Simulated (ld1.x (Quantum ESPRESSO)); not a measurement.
## How hard is this boron TM potential?

* Element: boron (B)
* Generator: ld1.x (Quantum ESPRESSO) 7.5
* Type: norm-conserving Troullier–Martins (Kleinman–Bylander form)
* Functional: LDA (PZ)
* Relativity: scalar-relativistic
* Frozen core: [He]
* Valence charge: 3
* Reference configuration: 2s2 2p1
* Partial waves: 2p (bound): rc 2.35 bohr; 3d channel at 0.35 Ry: rc 2.25 bohr; 2s (bound): rc 1.25 bohr
* Local potential: the s channel
* Core correction: none

The pseudo-atom Hamiltonian at the reference potential is diagonalised in spherical Bessel functions j_l(qr) that vanish at 20 bohr, with q² up to the cutoff. All-electron valence levels (Ry): 2p -0.2734, 2s -0.6901.

Question: How do the lowest levels (Ry) of each channel move with the cutoff, and are there ghosts?

Answer:

```
cutoff (Ry)     p #1    d #1     s #1    f #1  Σ f·Δε (mRy)
          8  -0.2052  0.0681  -0.6400  0.1141         168.6
         12  -0.2499  0.0681  -0.6648  0.1141          74.1
         18  -0.2712  0.0681  -0.6835  0.1141          15.5
         25  -0.2733  0.0681  -0.6883  0.1141           3.8
         35  -0.2734  0.0681  -0.6891  0.1141           2.2
         45  -0.2734  0.0681  -0.6893  0.1141           1.7
         55  -0.2734  0.0681  -0.6897  0.1141           0.8
         70  -0.2734  0.0681  -0.6901  0.1141           0.1
        400  -0.2734  0.0681  -0.6901  0.1141           0.0
```

Result: no extra level below or beside the all-electron valence levels (p, d, s, f tested); 10 mRy is reached at 21 Ry and 1 mRy at 55 Ry.
